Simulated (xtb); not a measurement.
xtb input (GFN1-xTB):

```bash
xtb mol.xyz --gfn 1 --sp --chrg 1 --uhf 0
```
mol.xyz:
```
12

C      2.89565921     0.21619288    -0.39280114
C      1.57651244     0.03766919     0.25905302
O      1.24391179    -0.16650965     1.36389318
O      0.44371243     0.14138073    -0.69983363
Ge    -1.42739129    -0.06705040    -0.03988814
H      2.95419302     1.19968148    -0.86440098
H      3.04449840    -0.54692147    -1.15999463
H      3.66941634     0.12790499     0.36526088
H      0.66262573     0.31024589    -1.63074451
H     -2.09133119     0.12838458    -1.39751086
H     -1.51485924     1.08646858     0.94427892
H     -1.38204548    -1.48229230     0.50954394
```

Output:

```
           -------------------------------------------------
          |                Calculation Setup                |
           -------------------------------------------------

           -------------------------------------------------
          |                 G F N 1 - x T B                 |
           -------------------------------------------------

        Reference                      10.1021/acs.jctc.7b00118
      * Hamiltonian:
        H0-scaling (s, p, d)           1.850000    2.250000    2.000000
        zeta-weighting                 0.000000
      * Dispersion:
        s8                             2.400000
        a1                             0.630000
        a2                             5.000000
        s9                             0.000000
      * Repulsion:
        kExp                           1.500000
        rExp                           1.000000
      * Coulomb:
        alpha                          2.000000
        third order                    atomic
        anisotropic                    false
      * Halogen bond correction:
        rad-scale                      1.300000
        damping                        0.440000

          ...................................................
          :                      SETUP                      :
          :.................................................:
          :  # basis functions                  40          :
          :  # atomic orbitals                  39          :
          :  # shells                           25          :
          :  # electrons                        30          :
          :  # halogen bonds                     0          :
          :  max. iterations                   250          :
          :  Hamiltonian                  GFN1-xTB          :
          :  restarted?                      false          :
          :  GBSA solvation                  false          :
          :  PC potential                    false          :
          :  electronic temp.          300.0000000     K    :
          :  accuracy                    1.0000000          :
          :  -> integral cutoff          0.2500000E+02      :
          :  -> integral neglect         0.1000000E-07      :
          :  -> SCF convergence          0.1000000E-05 Eh   :
          :  -> wf. convergence          0.2000000E-04 e    :
          :  Broyden damping             0.4000000          :
          :  net charge                          1          :
          :  unpaired electrons                  0          :
          ...................................................

 iter      E             dE          RMSdq      gap      omega  full diag
   1    -18.6015517 -0.186016E+02  0.656E+00    6.88       0.0  T
   2    -18.7405146 -0.138963E+00  0.366E+00    5.16       1.0  T
   3    -18.7456914 -0.517677E-02  0.192E+00    4.96       1.0  T
   4    -18.7555857 -0.989427E-02  0.327E-01    4.88       1.0  T
   5    -18.7578034 -0.221771E-02  0.873E-02    4.82       1.0  T
   6    -18.7579403 -0.136909E-03  0.295E-02    4.93       1.0  T
   7    -18.7579501 -0.976370E-05  0.570E-03    4.92       5.1  T
   8    -18.7579502 -0.165911E-06  0.199E-03    4.92      14.5  T
   9    -18.7579503 -0.401198E-07  0.720E-04    4.92      40.1  T
  10    -18.7579503 -0.637955E-08  0.257E-04    4.92     112.5  T
  11    -18.7579503 -0.827438E-09  0.238E-05    4.92    1211.0  T
  12    -18.7579503 -0.419220E-11  0.489E-06    4.92    5901.1  T

   *** convergence criteria satisfied after 12 iterations ***

         #    Occupation            Energy/Eh            Energy/eV
      -------------------------------------------------------------
         1        2.0000           -1.0421562             -28.3585
       ...           ...                  ...                  ...
         9        2.0000           -0.7652653             -20.8239
        10        2.0000           -0.7633480             -20.7718
        11        2.0000           -0.7212712             -19.6268
        12        2.0000           -0.7143622             -19.4388
        13        2.0000           -0.6911068             -18.8060
        14        2.0000           -0.6612084             -17.9924
        15        2.0000           -0.6591749             -17.9371 (HOMO)
        16                         -0.4784342             -13.0189 (LUMO)
        17                         -0.4433852             -12.0651
        18                         -0.4404548             -11.9854
        19                         -0.4316560             -11.7460
        20                         -0.3952424             -10.7551
       ...                                ...                  ...
        39                          0.6396629              17.4061
      -------------------------------------------------------------
                  HL-Gap            0.1807407 Eh            4.9182 eV
             Fermi-level           -0.5688045 Eh          -15.4780 eV

 SCC (total)                   0 d,  0 h,  0 min,  0.011 sec
 SCC setup                      ...        0 min,  0.000 sec (  0.681%)
 Dispersion                     ...        0 min,  0.000 sec (  0.747%)
 classical contributions        ...        0 min,  0.000 sec (  0.130%)
 integral evaluation            ...        0 min,  0.003 sec ( 24.681%)
 iterations                     ...        0 min,  0.003 sec ( 30.698%)
 molecular gradient             ...        0 min,  0.005 sec ( 41.071%)
 printout                       ...        0 min,  0.000 sec (  1.864%)

         :::::::::::::::::::::::::::::::::::::::::::::::::::::
         ::                     SUMMARY                     ::
         :::::::::::::::::::::::::::::::::::::::::::::::::::::
         :: total energy             -18.601562411239 Eh    ::
         :: gradient norm              0.039302371682 Eh/a0 ::
         :: HOMO-LUMO gap              4.918205538339 eV    ::
         ::.................................................::
         :: SCC energy               -18.757950266241 Eh    ::
         :: -> electrostatic           0.183273581324 Eh    ::
         :: repulsion energy           0.160061599081 Eh    ::
         :: dispersion energy         -0.003673744078 Eh    ::
         :: halogen bond corr.         0.000000000000 Eh    ::
         :: add. restraining           0.000000000000 Eh    ::
         :: total charge               1.000000000000 e     ::
         :::::::::::::::::::::::::::::::::::::::::::::::::::::

           -------------------------------------------------
          |                Property Printout                |
           -------------------------------------------------

    * Orbital Energies and Occupations

         #    Occupation            Energy/Eh            Energy/eV
      -------------------------------------------------------------
         1        2.0000           -1.0421562             -28.3585
       ...           ...                  ...                  ...
         3        2.0000           -0.9098304             -24.7577
         4        2.0000           -0.8936237             -24.3167
         5        2.0000           -0.8661079             -23.5680
         6        2.0000           -0.8366576             -22.7666
         7        2.0000           -0.8163488             -22.2140
         8        2.0000           -0.7953685             -21.6431
         9        2.0000           -0.7652653             -20.8239
        10        2.0000           -0.7633480             -20.7718
        11        2.0000           -0.7212712             -19.6268
        12        2.0000           -0.7143622             -19.4388
        13        2.0000           -0.6911068             -18.8060
        14        2.0000           -0.6612084             -17.9924
Note: The following floating-point exceptions are signalling: IEEE_DENORMAL
normal termination of xtb
        15        2.0000           -0.6591749             -17.9371 (HOMO)
        16                         -0.4784342             -13.0189 (LUMO)
        17                         -0.4433852             -12.0651
        18                         -0.4404548             -11.9854
        19                         -0.4316560             -11.7460
        20                         -0.3952424             -10.7551
        21                         -0.3945142             -10.7353
        22                         -0.3284232              -8.9369
        23                         -0.3086301              -8.3983
        24                         -0.2702018              -7.3526
        25                         -0.2536864              -6.9032
        26                         -0.2508750              -6.8267
       ...                                ...                  ...
        39                          0.6396629              17.4061
      -------------------------------------------------------------
                  HL-Gap            0.1807407 Eh            4.9182 eV
             Fermi-level           -0.5688045 Eh          -15.4780 eV

  Mulliken/CM5 charges         n(s)   n(p)   n(d)
     1C    -0.12089 -0.26198   1.026  3.095  0.000
     2C     0.60068  0.64447   1.036  2.364  0.000
     3O    -0.37276 -0.42294   1.692  4.681  0.000
     4O    -0.46890 -0.67967   1.723  4.745  0.000
     5Ge    0.50274  0.33250   1.507  1.683  0.307
     6H     0.10329  0.15742   0.897  0.000  0.000
     7H     0.10329  0.15742   0.897  0.000  0.000
     8H     0.11954  0.17468   0.880  0.000  0.000
     9H     0.41415  0.58634   0.586  0.000  0.000
    10H     0.02325  0.08673   0.977  0.000  0.000
    11H     0.04780  0.11252   0.952  0.000  0.000
    12H     0.04780  0.11252   0.952  0.000  0.000

Wiberg/Mayer (AO) data.
largest (>0.10) Wiberg bond orders for each atom

 ---------------------------------------------------------------------------
     #   Z sym  total        # sym  WBO       # sym  WBO       # sym  WBO
 ---------------------------------------------------------------------------
     1   6 C    3.975 --     2 C    1.026     8 H    0.963     6 H    0.948
                             7 H    0.948
     2   6 C    3.767 --     3 O    1.874     1 C    1.026     4 O    0.811
     3   8 O    2.203 --     2 C    1.874     5 Ge   0.126     4 O    0.100
     4   8 O    2.282 --     2 C    0.811     9 H    0.806     5 Ge   0.496
                             3 O    0.100
     5  32 Ge   3.303 --    10 H    0.881    11 H    0.877    12 H    0.877
                             4 O    0.496     3 O    0.126
     6   1 H    0.990 --     1 C    0.948
     7   1 H    0.990 --     1 C    0.948
     8   1 H    0.986 --     1 C    0.963
     9   1 H    0.833 --     4 O    0.806
    10   1 H    0.996 --     5 Ge   0.881
    11   1 H    0.996 --     5 Ge   0.877
    12   1 H    0.996 --     5 Ge   0.877
 ---------------------------------------------------------------------------

Topologies differ in total number of bonds
Writing topology from bond orders to xtbtopo.mol

 dipole moment from electron density (au)
     X       Y       Z
   0.9253   0.4096  -2.1377  total (Debye):    6.011

           -------------------------------------------------
          | TOTAL ENERGY              -18.601562411239 Eh   |
          | GRADIENT NORM               0.039302371682 Eh/α |
          | HOMO-LUMO GAP               4.918205538339 eV   |
           -------------------------------------------------

------------------------------------------------------------------------
------------------------------------------------------------------------
 total:
 SCF:
```

It need not be the lowest isomer of its formula.
